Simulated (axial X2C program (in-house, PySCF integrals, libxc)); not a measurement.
Density and ELF of TaBr⁺

Computed with an axial X2C code built on PySCF integrals. Two-component (2c) means X2C with spin–orbit coupling and atomic mean-field two-electron Coulomb and Gaunt terms. Basis: Ta dyall-v3z [13s14p9d7f2g], Br dyall-v3z [8s9p6d1f] (cores contracted in-house); Gaussian nuclei, density fitting, unrestricted open shells. Masses: Ta 180.948 u, Br 78.918 u.

PBE0, with spin–orbit coupling, state Ω = 3/2 (⟨Sz⟩ = 1.48, ⟨Lz⟩ = 0.02 at PBE0); Ta at z = 0, Br at z = 2.303 Å.

The maps cover the half plane through the axis: z from -2.4 to 4.5 Å along the bond, ρ from 0.15 to 2.25 Å away from it (steps of 0.3 Å, the bottom row nearest the axis).

log10 of the density in e/bohr³:

digits 0 to 9 span -4.84 to 1.79 evenly
```
001122223322222222211100
011223333333333333222110
012233344443334443332210
112234444444444444433221
112334555554455555543321
112344566655555666554322
122345677765566776654332
122346789876566897654432
```

Electron localisation function (collinear form, no current term, damped to 0 at low density):

digits 0 to 9 span 0.00 to 1.00 evenly
```
000012344321000000000000
000023555531112222100000
000023566532234555421000
000012456522356777653100
000001255411477888864200
000000356521577557876310
000003543442572232687410
000026652553561744487520
```

Axial spin density in 10⁻³ e/bohr³:

digits 0 to 9 span -7.74 to 7.74 evenly, values beyond are clipped
```
555555555555555554444555
555556677765555544444455
555557899986555444444445
555568999998655444444444
555569999999654333444444
555568999999653212344444
555558999999642332344444
555569929299843204344444
```

The state is one determinant whose occupation by symmetry is held fixed; it was picked as the lowest of a PBE0 search that is not exhaustive. Density functionals use the spin component along the axis (collinear). Other states lie close and PBE0, whose exact exchange favours high spin, may order them wrongly; the determinant shown need not be the ground state. The nearest other spin-free determinant of the search, M_S = 3/2, Λ = 3, lies 0.48 eV up at the distance of the search. With several unpaired electrons one determinant need not be a pure state. This is the top spin component of a Σ state; components of lower Ω are not single determinants and can lie lower. Under one Hamiltonian the search converged a single determinant, so lower ones may well exist.
